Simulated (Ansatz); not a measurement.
CH7AlFNSi, SMILES `[CH3][Al]([NH2])[SiH2]F` at its PBE0-D4/def2-TZVP geometry, where that method's forces vanish. The species carries charge 0 and has multiplicity 1.

```xyz
12

C     1.0053    1.6457    0.6553
Al   -0.0549    0.2659   -0.2233
N    -0.8928    0.6130   -1.7445
Si   -0.3119   -2.0405    0.6219
F    -0.1924   -2.0534    2.2354
H     2.0606    1.3581    0.7028
H     0.9445    2.6085    0.1411
H     0.6771    1.7945    1.6887
H    -0.8637    1.4946   -2.2324
H    -1.4763   -0.0369   -2.2462
H     0.7302   -2.9828    0.1144
H    -1.6256   -2.6666    0.2867
```

Problem. What forces (eV/Å) does ωB97M-V/def2-TZVPP give on these atoms in Ansatz? (Best estimate.)

Solution. Computed: 
```
C1   0.018  0.018  0.018
Al2  0.020 -0.078  0.076
N3  -0.003  0.001 -0.001
Si4 -0.025 -0.068 -0.275
F5   0.011  0.006  0.144
H6  -0.074  0.026 -0.002
H7   0.009 -0.069  0.042
H8   0.027 -0.005 -0.074
H9  -0.017 -0.032 -0.006
H10  0.008  0.032 -0.009
H11 -0.119  0.101  0.055
H12  0.146  0.069  0.032
```
